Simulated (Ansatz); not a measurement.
Two structures of BH$_{4}$Cl$_{2}$OF, singlet, reached by relaxing down either side of one saddle point (PBE0-D4/def2-TZVP). Energies are electronic, without zero-point energy. Ansatz 0.2.0; basis: def2-TZVPP and def2-QZVPP; cores frozen in the correlated methods. Extrapolation: Hartree–Fock as exp(−7.88 √X), correlation as X^−2.97. First:

```tsv
atom	x (Å)	y (Å)	z (Å)
B1	-0.1222	0.6842	-0.6066
H2	-0.5026	-0.3807	-1.0456
Cl3	1.2581	1.3562	-1.5427
Cl4	-1.5182	1.8204	-0.3160
H5	0.4633	-0.5889	1.0386
O6	0.4225	0.3794	0.8848
H7	-0.0713	-1.8632	-0.3701
F8	0.2554	-2.1988	0.4414
H9	-0.1849	0.7915	1.5161
```

Second:

```tsv
atom	x (Å)	y (Å)	z (Å)
B1	0.1431	1.4343	-0.1255
H2	-1.1948	-1.6778	-1.5534
Cl3	1.3439	1.2218	-1.3603
Cl4	-0.9700	2.7860	-0.1629
H5	0.8141	-1.0804	0.9121
O6	0.0869	0.5275	0.8787
H7	-0.6928	-1.9351	-1.0633
F8	1.0774	-1.9743	0.9509
H9	-0.6075	0.6980	1.5237
```

**Question.** Which bonds change from the first to the second?

**Answer.** BHCl₂ ([Cl][BH][Cl]) + H₂O + HF → BHCl₂O ([OH][B]([Cl])[Cl]) + HF + H₂; bonds formed: H2–H7, H5–F8; dative contacts that become bonds: B1–O6; bonds broken: B1–H2, H5–O6, H7–F8.

**Question.** Give the saddle point's structure and its height above each. (To be estimated.)

**Answer.** Computed: 0.908 eV above the first and 1.585 eV above the second (CCSD(T) at an estimated basis limit (MP2 extrapolated from triple and quadruple zeta, plus CCSD(T) − MP2 in triple zeta)).
B1  (-0.051, 0.642, -0.456)
H2  (-0.464, -0.530, -1.030)
Cl3  (1.244, 1.192, -1.558)
Cl4  (-1.579, 1.597, -0.417)
H5  (0.448, -0.882, 0.933)
O6  (0.439, 0.339, 0.907)
H7  (-0.171, -1.200, -0.447)
F8  (0.267, -1.900, 0.497)
H9  (-0.133, 0.740, 1.572)
(Å)

No T1 diagnostic of these runs exceeds 0.011.

Labels in which every atom is bracketed show which atoms are joined, not bond orders.

For scale, one of the runs: CCSD(T)/def2-TZVPP, 233 basis functions, launched by `ansatz run in.yaml --threads 4 --pin off --events-out ev --progress --plain --max-ram 9574MiB`. The run took 88 s on 4 CPU threads of an Intel Xeon Platinum 8259CL (shared host), with 4.2 GiB of host memory at its peak.
